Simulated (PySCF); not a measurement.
System: C$_{4}$H$_{11}$Si (charge 0, doublet). It need not be the lowest isomer of its formula. 
Structure (B3LYP-D3(BJ)/def2-TZVP (Ansatz) minimum search):
SMILES: [CH2]C(C)(C)[SiH3]
```xyz
16

C     -0.6486     1.4244     0.5922
C     -0.3447     0.0159     0.2679
C      0.0417    -0.7907     1.5191
C     -1.5048    -0.6646    -0.4780
Si     1.1732     0.0932    -0.9026
H     -0.1325     1.9290     1.3980
H     -1.2659     2.0214    -0.0656
H     -0.8113    -0.8556     2.2004
H      0.8655    -0.3217     2.0606
H      0.3431    -1.8076     1.2598
H     -1.2404    -1.6785    -0.7851
H     -1.7915    -0.1051    -1.3705
H     -2.3818    -0.7276     0.1722
H      0.8311     0.8647    -2.1206
H      1.5867    -1.2776    -1.3094
H      2.3103     0.7441    -0.2104
```
Charge 0, spin multiplicity 2.

Dispersion corrections to the total energy (kcal/mol) from the dftd3 and dftd4 libraries through PySCF: D3(BJ) without and D4 with the three-body term, each with the damping fitted for the functional named.

| functional | D3(BJ) | D4 |
|---|---|---|
| B2PLYP | -7.16 | -5.96 |
| CAM-B3LYP | -7.04 | [?] |
| BLYP | -18.78 | -18.69 |
| revPBE | -22.20 | -26.71 |
| BHLYP | [?] | -9.88 |
| B2GP-PLYP | -5.58 | [?] |
| B3LYP | -15.36 | -13.57 |

**Question.** Fill in the missing entries.

**Answer.** 
- CAM-B3LYP, D4: -7.23
- BHLYP, D3(BJ): -11.97
- B2GP-PLYP, D4: -3.60
